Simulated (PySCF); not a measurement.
SMILES NB(N(C)C)N(C)C (C4H14BN3), GFN2-xTB optimised geometry.

```
22

B     -0.14    -0.58     0.00
N     -0.84    -1.81     0.00
H     -1.83    -1.89     0.16
H     -0.40    -2.70    -0.16
N     -0.88     0.65     0.00
C     -0.44     1.86     0.64
C     -2.27     0.72    -0.39
H     -0.40     2.70    -0.07
H     -1.12     2.13     1.45
H      0.55     1.71     1.07
H     -2.94     0.74     0.47
H     -2.44     1.64    -0.97
H     -2.52    -0.12    -1.02
N      1.29    -0.58     0.00
C      2.07    -1.72     0.39
C      2.09     0.43    -0.64
H      2.43    -2.30    -0.47
H      2.94    -1.40     0.97
H      1.48    -2.38     1.03
H      2.80     0.89     0.06
H      2.68    -0.02    -1.45
H      1.46     1.20    -1.07
```

Density from PBE0/def2-SVP in PySCF at that geometry.

Minimum of the electron density along straight lines between bonded atoms, close to the bond critical point (lines longer than 1.1 times the sum of covalent radii, or with two minima, are not listed):

```
bond     length / Å  ρ at the minimum / e bohr⁻³  ∇²ρ there / e bohr⁻⁵  position (fraction from the first atom)
-------  ----------  ---------------------------  --------------------  ---------------------------------------
B1–N2         1.418                        0.197            (withheld)                                     0.33
N2–H3         1.002                        0.338                 -1.58                                     0.76
N2–H4         1.002                        0.338                 -1.58                                     0.76
B1–N5         1.430                        0.194                  0.63                                     0.33
N5–C6         1.441                        0.274                 -0.79                                     0.61
N5–C7         1.441                        0.275                 -0.79                                     0.61
C6–H8         1.099                        0.274                 -0.99                                     0.62
C6–H9         1.099                        0.274                 -0.99                                     0.62
C6–H10        1.085                        0.283                 -1.08                                     0.63
C7–H11        1.100                        0.272                 -0.97                                     0.62
C7–H12        1.096                        0.275                 -1.00                                     0.63
C7–H13        1.087                        0.281                 -1.06                                     0.63
B1–N14        1.430                        0.194                  0.63                                     0.33
N14–C15       1.441                        0.275                 -0.79                                     0.61
N14–C16       1.441                        0.274                 -0.79                                     0.61
C15–H17       1.100                        0.272                 -0.97                                     0.62
C15–H18       1.096                        0.275                 -1.00                                     0.63
C15–H19       1.087                        0.281                 -1.06                                     0.63
C16–H20       1.099                        0.274                 -0.99                                     0.62
C16–H21       1.099                        0.274                 -0.99                                     0.62
C16–H22       1.085                        0.283                 -1.08                                     0.63
```

Fill in the missing entries.


- B1–N2, ∇²ρ there / e bohr⁻⁵: 0.68
